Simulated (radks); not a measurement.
Numerical settings for the neodymium ion Nd3+, [Xe] 4f3. All-electron calculation, scalar-relativistic Kohn-Sham, r2SCAN, spin-polarised, spherical densities, finite nucleus; open shells are filled with parallel spins first (spin-orbit coupling, left out, can overturn this in heavy ions); meta-GGA in the generalised Kohn-Sham scheme; Fermi nuclear charge, rms radius 4.9123 fm. Program: a radial shooting solver on a logarithmic mesh with Libxc functionals. The defaults (mesh step 0.008 in ln r, mesh end at 40 bohr or more with all orbitals vanishing there, Anderson mixing 0.5 over 9 steps, residual threshold near 1e-9 with the energy settled to 1e-9 hartree or 1e-11 of itself, here a cap of 71 iterations) give E = -9623.208 hartree and 4f at -31.483 eV in 12 iterations. Run on one thread of a shared host, so times are rough (Arm Neoverse V2): 0.2 s of CPU time, 0.2 s wall, 12 iterations on 2213 mesh points. Changes against that run (0 stands for a change within the tolerance of the run):

mesh step in ln r 0.08: iterations 2; converged no; E (mhartree) diverged; CPU (s) 0.01
mesh step in ln r 0.05: iterations 12; converged yes; E (mhartree) +0.384; e(4f) (meV) +0.0533; CPU (s) 0.04
mesh step in ln r 0.003: iterations 16; converged yes; E (mhartree) 0; e(4f) (meV) -0.0472; CPU (s) 0.63
mesh end (bohr) 400: iterations 12; converged yes; E (mhartree) 0; e(4f) (meV) 0; CPU (s) 0.21
mesh end (bohr) 1: iterations 10; converged level above zero; E (mhartree) +2.47e+05; e(4f) (meV) +3.31e+05; CPU (s) 0.14
residual threshold 0.001: iterations 10; converged yes; E (mhartree) 0; e(4f) (meV) +0.0503; CPU (s) 0.18
residual threshold 1e-05: iterations 10; converged yes; E (mhartree) 0; e(4f) (meV) +0.0503; CPU (s) 0.18
mixing 0.05: iterations 17; converged yes; E (mhartree) 0; e(4f) (meV) -0.0536; CPU (s) 0.26
linear mixing, mixing 0.2: iterations 62; converged yes; E (mhartree) 0; e(4f) (meV) -0.0392; CPU (s) 0.82
linear mixing, mixing 0.05: iterations 71; converged no; E (mhartree) +15; e(4f) (meV) -229; CPU (s) 1.1
mixing history 2: iterations 15; converged yes; E (mhartree) 0; e(4f) (meV) -0.0488; CPU (s) 0.24
iteration cap 2: iterations 2; converged no; E (mhartree) +1.94e+03; e(4f) (meV) -3.24e+04; CPU (s) 0.05

Settled on a wrong energy, with an occupied level pushed above zero by the early mesh end: mesh end (bohr) 1 (+247 hartree). Apart from these: no run marked as converged misses the energy by more than 1 mhartree. A mesh that ends early acts as a hard wall.
